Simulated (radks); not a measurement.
Values are calculated unless marked as measured or tabulated.
W2+, configuration [Xe] 4f14 5d4.

Level of theory: scalar-relativistic Kohn-Sham, r2SCAN, spin-polarised, spherical densities, finite nucleus; open shells are filled with parallel spins first (spin-orbit coupling, left out, can overturn this in heavy ions); meta-GGA in the generalised Kohn-Sham scheme; Fermi nuclear charge, rms radius 5.3658 fm (a radial shooting solver on a logarithmic mesh with Libxc functionals).

Energy parts (hartree):
total: -16140.9641
kinetic: 17779.8838
electron-nucleus: -39863.4780
Hartree: 6265.6183
exchange-correlation: -322.9881

Orbitals (lengths in bohr, moments of r in powers of bohr):
| orbital | occ. | eigenvalue (hartree) | <r^2> | <r> | <1/r> |
|---|---|---|---|---|---|
| 1s up | 1 | -2556.963 | 0.0004632 | 0.01835 | 87.05 |
| 1s down | 1 | -2556.964 | 0.0004632 | 0.01835 | 87.05 |
| 2s up | 1 | -442.7663 | 0.007119 | 0.07756 | 20.37 |
| 2s down | 1 | -442.7559 | 0.007119 | 0.07756 | 20.37 |
| 2p up | 3 | -387.2225 | 0.005893 | 0.06944 | 18.45 |
| 2p down | 3 | -387.2147 | 0.005893 | 0.06944 | 18.45 |
| 3s up | 1 | -102.7790 | 0.04613 | 0.2008 | 7.555 |
| 3s down | 1 | -102.7791 | 0.04613 | 0.2008 | 7.554 |
| 3p up | 3 | -86.25252 | 0.04693 | 0.2012 | 6.969 |
| 3p down | 3 | -86.25176 | 0.04693 | 0.2012 | 6.969 |
| 3d up | 5 | -67.20553 | 0.03900 | 0.1824 | 6.575 |
| 3d down | 5 | -67.20039 | 0.03900 | 0.1824 | 6.575 |
| 4s up | 1 | -21.87283 | 0.2281 | 0.4496 | 3.199 |
| 4s down | 1 | -21.86609 | 0.2282 | 0.4497 | 3.199 |
| 4p up | 3 | -16.42740 | 0.2596 | 0.4778 | 2.910 |
| 4p down | 3 | -16.42177 | 0.2596 | 0.4778 | 2.909 |
| 4d up | 5 | -9.48894 | 0.3030 | 0.5114 | 2.588 |
| 4d down | 5 | -9.48196 | 0.3028 | 0.5113 | 2.588 |
| 4f up | 7 | -1.81909 | 0.4692 | 0.6101 | 2.079 |
| 4f down | 7 | -1.80235 | 0.4566 | 0.6039 | 2.090 |
| 5s up | 1 | -3.58532 | 1.303 | 1.076 | 1.239 |
| 5s down | 1 | -3.51405 | 1.274 | 1.065 | 1.254 |
| 5p up | 3 | -2.26039 | 1.788 | 1.256 | 1.042 |
| 5p down | 3 | -2.15765 | 1.728 | 1.236 | 1.062 |
| 5d up | 4 | -0.77596 | 3.980 | 1.846 | 0.6976 |
| 5d down | 0 | -0.62178 | 4.060 | 1.850 | 0.7076 |

The highest occupied level is 5d up at -21.115 eV. Spin moment in Bohr magnetons: 4. Summed over all electrons, <r^2> = 41.39 bohr^2, which gives a Langevin (diamagnetic) susceptibility term of -32.8 x 10^-6 cm^3/mol. For comparison, the ionisation energy in NIST's Atomic Spectra Database is 26.0 eV (semi-empirical). In exact Kohn-Sham theory the highest level is minus the ionisation energy, but local and semilocal functionals leave it too shallow, through self-interaction and a potential that decays too fast; potentials with the right tail come closer. The spin density at the nucleus is -22.47 e/bohr^3 (1s 0.07, 2s -2.28, 3s 0.76, 4s 3.31, 5s -24.33). The density falls to 0.001 e/bohr^3 at r = 3.69 bohr. The electron density at the nucleus is 1.515e+06 e/bohr^3 (large components only).
